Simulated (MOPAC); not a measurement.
A run for MOPAC: PM3 on BH4P (SMILES BP), a point of a torsion scan.

```
PM3 1SCF PRECISE CHARGE=0 THREADS=1
BH4P

B     -0.86481743 1    -0.02876260 1    -0.10704419 1
P      0.96483032 1     0.21999251 1    -0.12741855 1
H     -1.55658391 1     0.82090715 1    -0.51507091 1
H     -1.32565934 1    -0.89988368 1     0.52151422 1
H      1.23504702 1     0.40857211 1    -1.46571989 1
H      1.44976898 1    -1.07214099 1    -0.07931639 1
```

Output:

```
*******************************************************************************
 **                                                                           **
 **                              MOPAC v23.2.5                                **
 **                                                                           **
 *******************************************************************************
 ** MOPAC's Digital Object Identifier: https://doi.org/10.5281/zenodo.6511958 **
 **                                                                           **
 ** Please cite the open-source release paper for use of this MOPAC version:  **
 ** J. E. Moussa and J. J. P. Stewart (2026)                                  **
 ** MOPAC: An open-source semiempirical molecular orbital program             **
 ** J. Open Source Softw., 11(119), 8025, https://doi.org/10.21105/joss.08025 **
 *******************************************************************************

                              PM3 CALCULATION RESULTS

 *******************************************************************************
 *  PM3        - The PM3 Hamiltonian to be used
 *
 *
 *
 *                 CHARGE ON SYSTEM = 0
 *
 *
 *
 *  PRECISE    - TIGHTER CRITERIA TO BE USED
 *  1SCF       - DO 1 SCF AND THEN STOP
 *  THREADS=1  - MULTI-THREADING NOT USED
 *  T=         - A TIME OF 172800.0 SECONDS REQUESTED
 *  DUMP=N     - RESTART FILE WRITTEN EVERY 7200.0 SECONDS REQUESTED
 *******************************************************************************
PM3 1SCF PRECISE CHARGE=0 THREADS=1
 BH4P

   ATOM   CHEMICAL          X               Y               Z
  NUMBER   SYMBOL      (ANGSTROMS)     (ANGSTROMS)     (ANGSTROMS)

     1       B         -0.86481743  *  -0.02876260  *  -0.10704419  *
     2       P          0.96483032  *   0.21999251  *  -0.12741855  *
     3       H         -1.55658391  *   0.82090715  *  -0.51507091  *
     4       H         -1.32565934  *  -0.89988368  *   0.52151422  *
     5       H          1.23504702  *   0.40857211  *  -1.46571989  *
     6       H          1.44976898  *  -1.07214099  *  -0.07931639  *



          CARTESIAN COORDINATES

    NO.       ATOM           X           Y           Z

     1         B         -0.8648     -0.0288     -0.1070
     2         P          0.9648      0.2200     -0.1274
     3         H         -1.5566      0.8209     -0.5151
     4         H         -1.3257     -0.8999      0.5215
     5         H          1.2350      0.4086     -1.4657
     6         H          1.4498     -1.0721     -0.0793

  H: (PM3): J. J. P. STEWART, J. COMP. CHEM. 10, 209 (1989).
  B: (PM3): J. J. P. STEWART, J. MOL. MOD., 10, 155-164 (2004)
  P: (PM3): J. J. P. STEWART, J. COMP. CHEM. 10, 209 (1989).

           Empirical Formula: H4 B P  =     6 atoms



      MOLECULAR POINT GROUP   :   C1


      RHF CALCULATION, NO. OF DOUBLY OCCUPIED LEVELS = 6


 -------------------------------------------------------------------------------
 PM3 1SCF PRECISE CHARGE=0 THREADS=1
 BH4P



     1SCF WAS SPECIFIED, SO BFGS WAS NOT USED
     SCF FIELD WAS ACHIEVED


                              PM3 CALCULATION
                                                       MOPAC v23.2.5 Linux




          FINAL HEAT OF FORMATION =         27.12351 KCAL/MOL =     113.48475 KJ/MOL


          COSMO AREA              =         84.31 SQUARE ANGSTROMS
          COSMO VOLUME            =         66.70 CUBIC ANGSTROMS

          IONIZATION POTENTIAL    =          9.099767 EV
          HOMO LUMO ENERGIES (EV) =         -9.100  0.110
          NO. OF FILLED LEVELS    =          6
          MOLECULAR WEIGHT        =         45.8154         POINT GROUP:  C1

          MOLECULAR DIMENSIONS (Angstroms)

            Atom       Atom       Distance
            H     6    H     3     3.57934
            H     5    H     4     3.27684
            H     4    P     2     0.81443


          SCF CALCULATIONS        =          1





   ATOM   CHEMICAL          X               Y               Z
  NUMBER   SYMBOL      (ANGSTROMS)     (ANGSTROMS)     (ANGSTROMS)

     1       B         -0.86481743  *  -0.02876260  *  -0.10704419  *
     2       P          0.96483032  *   0.21999251  *  -0.12741855  *
     3       H         -1.55658391  *   0.82090715  *  -0.51507091  *
     4       H         -1.32565934  *  -0.89988368  *   0.52151422  *
     5       H          1.23504702  *   0.40857211  *  -1.46571989  *
     6       H          1.44976898  *  -1.07214099  *  -0.07931639  *

                             CARTESIAN COORDINATES

   1    B       -0.864817430    -0.028762600    -0.107044190
   2    P        0.964830320     0.219992510    -0.127418550
   3    H       -1.556583910     0.820907150    -0.515070910
   4    H       -1.325659340    -0.899883680     0.521514220
   5    H        1.235047020     0.408572110    -1.465719890
   6    H        1.449768980    -1.072140990    -0.079316390


           Empirical Formula: H4 B P  =     6 atoms



      MOLECULAR POINT GROUP   :   C1


                  EIGENVALUES
 -27.44443 -20.06125 -14.32614 -11.95710 -11.53485  -9.09977   0.11020   1.50128
   1.53266   2.06976   4.61462   4.95385


              NET ATOMIC CHARGES AND DIPOLE CONTRIBUTIONS

  ATOM NO.   TYPE          CHARGE      No. of ELECS.   s-Pop       p-Pop
    1          B          -0.312595        3.3126     1.10761     2.20498
    2          P           0.500609        4.4994     1.59367     2.90572
    3          H           0.024697        0.9753     0.97530
    4          H           0.020620        0.9794     0.97938
    5          H          -0.105826        1.1058     1.10583
    6          H          -0.127505        1.1275     1.12751
 DIPOLE           X         Y         Z       TOTAL
 POINT-CHG.     1.787     1.029     0.639     2.159
 HYBRID        -0.857    -1.417    -1.353     2.139
 SUM            0.930    -0.388    -0.714     1.235


          ATOMIC ORBITAL ELECTRON POPULATIONS

     Atom    s        px        py        pz
    1  B   1.10761   0.96954   0.77657   0.45887
    2  P   1.59367   0.92326   0.99260   0.98986
    3  H   0.97530
    4  H   0.97938
    5  H   1.10583
    6  H   1.12751

 **********************
 *                    *
 * JOB ENDED NORMALLY *
 *                    *
 **********************




 == MOPAC DONE ==
```

The run finished.

Cost: roughly 0.020 core-seconds.
